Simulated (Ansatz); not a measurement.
System: BeF2, net charge -1, doublet state. SMILES of the parent species: [Be]([F])[F]
Geometry from a B3LYP-D3(BJ)/def2-TZVP (Ansatz, a program for electronic structure) optimisation:
```xyz
3

Be    -0.0024     0.4916    -0.0891
F      1.1898    -0.2012    -0.5201
F     -1.1888    -0.0172     0.5598
```
Charge -1, spin multiplicity 2.

Parts of the frozen-core correlation energy in def2-SVP (Ansatz, hartree). Frozen orbitals: 3; correlated occupied orbitals by spin: 9 and 8; virtual: 25 and 26. UHF or UKS for open shells. Spin-orbit coupling is left out. No relativistic terms.

| term | value |
|---|---|
| reference (HF) | -213.45895 |
| MP2 opposite-spin | -0.29272 |
| MP2 same-spin | -0.11393 |
| CCSD correlation | -0.41074 |
| (T) | -0.00475 |
| CCSDT minus CCSD(T) | -0.00033 |
| T1 diagnostic | 0.015 |
| largest doubles amplitude | 0.024 |
| <S^2> of the reference | 0.751 |
